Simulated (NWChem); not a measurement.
1,3,5-trisilacyclohexane (C$_{3}$H$_{12}$Si$_{3}$); SMILES [SiH2]1C[SiH2]C[SiH2]C1

```xyz
18

C      0.7444     1.6299    -0.3881
Si     1.8211     0.1740     0.1659
C      1.0394    -1.4596    -0.3881
Si    -0.7599    -1.6641     0.1659
C     -1.7838    -0.1703    -0.3881
Si    -1.0612     1.4901     0.1659
H      0.7741     1.6948    -1.4852
H      1.1726     2.5670    -0.0084
H      3.2014     0.3053    -0.3871
H      1.9334     0.1849     1.6527
H      1.0807    -1.5178    -1.4852
H      1.6368    -2.2990    -0.0084
H     -1.3363    -2.9252    -0.3871
H     -0.8066    -1.7668     1.6527
H     -2.8094    -0.2680    -0.0084
H     -1.8548    -0.1770    -1.4852
H     -1.1268     1.5820     1.6527
H     -1.8651     2.6198    -0.3871
```
Atoms are numbered in this order, from 1.

Level: B3LYP/6-31G* (spherical d) (NWChem), optimised geometry, unscaled harmonic frequencies. 

```
frequency (cm⁻¹)  IR intensity (km/mol)
----------------  ---------------------
110                                 0.0
110                                 0.0
183                                 0.6
221                                 0.0
221                                 0.0
294                                 2.0
485                                 0.4
485                                 0.4
506                                 2.4
575                                 0.1
575                                 0.1
586                                 1.5
586                                 1.5
649                                 0.0
685                                10.8
732                                 0.0
738                                21.4
738                                21.4
772                                 0.0
814                                15.7
814                                15.7
821                               133.2
920                               447.6
920                               447.6
962                                97.6
962                                97.6
978                                65.9
1003                                0.0
1059                                1.7
1059                                1.7
1094                                0.0
1109                               87.6
1109                               87.6
1437                                8.6
1437                                8.6
1451                               14.0
2212                              309.9
2212                              309.9
2217                               59.9
2225                                3.9
2225                                3.9
2238                              362.9
3038                                3.5
3038                                3.5
3039                                8.0
3089                                8.8
3089                                2.7
3089                                2.7
```

* **zero-point energy**: 84.2 kcal/mol
* **thermal correction to the enthalpy at 298.15 K (with zero-point energy)**: 90.4 kcal/mol
* **heat capacity Cv**: 36.1 cal/(mol K)
* **entropy at 298.15 K and 1 atm (symmetry number 3)**: 88.6 cal/(mol K)
* **dipole moment**: 1.24 D

Rigid rotor and harmonic oscillator.
